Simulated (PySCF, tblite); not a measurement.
**Question.** Give a GFN2-xTB geometry of `S(=O)(F)(=O)F`.

**Answer.** 
```
atom  x, y, z in Å
O1    -0.2383   -1.1049   -0.9766
S2    -0.0639   -0.1609    0.0428
O3    -0.3608   -0.3767    1.3940
F4    -0.7443    1.2117   -0.4131
F5     1.4159    0.4336   -0.0642
```

Any rigid rotation of these coordinates is as good. Atoms count from 1 in this order. S2 (sulfonyl sulfur) has angles from 93.2° to 124.9°.

Bonds between heavy atoms (Å): O1=S2 1.400, S2=O3 1.400, S2–F4 1.598, S2–F5 1.598.

Structure optimised with GFN2-xTB, isolated species.

Point group: C2v (every atom within 0.08 Å of its image). Its GFN2-xTB frequencies are all real (lowest 296 cm⁻¹).

Hardware: x86-64 server, one thread (shared host). This is the geometry optimisation.

The numbers are calculated, not measured.

---

What does the PBE0-D3(BJ)/def2-SVP structure of `[CH3][Ge]([CH3])([CH3])[Cl]` look like in three dimensions?

Z-matrix in Å and degrees, rows numbered from 1:
```
C 
Ge  1  1.9433
C   2  1.9440  1  112.36
C   2  1.9431  1  112.61  3  -128.27
Cl  2  2.1883  1  106.19  3   115.87
H   1  1.1009  2  110.26  3    63.54
H   1  1.0993  2  110.37  3  -176.26
H   1  1.0993  2  110.10  3   -56.42
H   3  1.0993  2  110.22  1   175.49
H   3  1.1009  2  110.25  1   -64.46
H   3  1.0993  2  110.27  1    55.65
H   4  1.1009  2  110.25  1    61.50
H   4  1.0993  2  110.23  1   -58.53
H   4  1.0995  2  110.30  1  -178.39
```

All 3 C–Ge bonds measure 1.943 to 1.944 Å. Ge2 (germanium bonded to 3 C and Cl) is tetrahedral (angles from 106.2° to 112.6°).

Level of theory: PySCF, PBE0-D3(BJ)/def2-SVP geometry optimisation, gas phase.

Stationary, but not proved a minimum.

---

Give a PBE0-D3(BJ)/def2-SVP geometry of Zn(CN)2 (`N#[C][Zn][C]#N`). (Singlet state.)

```
atom  x, y, z in Å
Zn1    0.005    0.005    0.000
C2     0.004    0.012    1.890
N3    -0.002    0.015    3.051
C4    -0.001   -0.010   -1.890
N5    -0.006   -0.022   -3.051
```

Orientation and origin are arbitrary. Atoms count from 1 in this order. 

Bonds between heavy atoms (Å): Zn1–C2 1.890, Zn1–C4 1.890, C2–N3 1.161, C4–N5 1.161.

The calculation used PySCF 2.14.0, PBE0-D3(BJ)/def2-SVP geometry optimisation, gas phase.

Point group: D∞h (every atom within 0.08 Å of its image). Whether it is a minimum is left open (no frequencies).
